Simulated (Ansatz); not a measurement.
A single point on C2H4FNSi (`N#C[SiH2]CF`).

```yaml
crystal:
  periodic: [false, false, false]
  atoms:
    - {symbol: N, position_ang: [-2.207822, -1.181199, 1.563203]}
    - {symbol: C, position_ang: [-1.521091, -0.447473, 1.000267]}
    - {symbol: Si, position_ang: [-0.376966, 0.680768, 0.081886]}
    - {symbol: C, position_ang: [1.044011, -0.404496, -0.530751]}
    - {symbol: F, position_ang: [1.944643, 0.387060, -1.229960]}
    - {symbol: H, position_ang: [-1.135812, 1.276703, -1.038815]}
    - {symbol: H, position_ang: [0.091466, 1.715661, 1.028725]}
    - {symbol: H, position_ang: [0.681331, -1.194388, -1.195842]}
    - {symbol: H, position_ang: [1.568741, -0.879035, 0.304286]}
basis:
  gaussian: {orbitals: def2-QZVPP}
correlation: {method: mp2}
```

```sh
$ ansatz run in.yaml --threads 2 --pin off --events-out ev --progress --plain --max-ram 4352MiB
```

Output, abridged:

```
Functional definition: HF
2520 factors; integrals over basis functions are off by at most 5.0e-4 eV
mean field evaluation 1: about -14173.5209 eV, gradient 3.7e1 eV
mean field evaluation 2: about -14173.6741 eV, gradient 3.7e1 eV
mean field evaluation 4: about -14177.0917 eV, gradient 5.5e0 eV
mean field evaluation 8: about -14177.1947 eV, gradient 4.1e-1 eV
mean field -14177.19527186 eV, -521.0023165928 hartree, gradient 1.5e-6 eV, S^2 0.000000; 0 other end points of the search recorded, 0 dependent functions left out
9 core orbitals not correlated: weight in the atoms' cores, before any rotation towards them, 1.000 or more for the frozen orbitals, at most 0.000 for the correlated occupied ones
reference -14177.19527186 eV, -521.0023165928 hartree; 14, 14 occupied and 395, 395 virtual orbitals, 2520 factors
second order -25.53746054 eV of doubles, -0.00000000 eV of singles
Total energy: -14202.73273240 eV, -521.9408009577 hartree
```

It took 26 s on 2 threads of an Arm Neoverse V2 on a shared host, with 2 GiB of host memory at the peak.
